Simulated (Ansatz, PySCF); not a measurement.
System: sum formula CaOH, net charge 0, doublet state. It need not be the lowest isomer of its formula. 
Coordinates optimised at B3LYP-D3(BJ)/def2-TZVP (Ansatz, an electronic-structure program):
SMILES: [OH][Ca]
```xyz
3

Ca     0.0000     0.0000    -0.6473
O      0.0000     0.0000     1.3322
H      0.0000     0.0000     2.2876
```
Charge 0, spin multiplicity 2.

Dipole moments at this geometry, in debye (magnitudes).

```tsv
level	program	dipole (D)
M06-L/def2-TZVPD	PySCF	0.64
B3LYP/def2-TZVPD	Ansatz	1.16
PBE0/def2-TZVPD	Ansatz	0.82
r2SCANh/def2-TZVPD	Ansatz	0.88
r2SCAN0/def2-TZVPD	Ansatz	0.93
PW6B95/def2-TZVPD	PySCF	1.03
HSE06/def2-TZVPD	Ansatz	0.84
CAM-B3LYP/def2-TZVPD	Ansatz	1.08
CCSD(T)/def2-SVPD	Ansatz	0.72
```
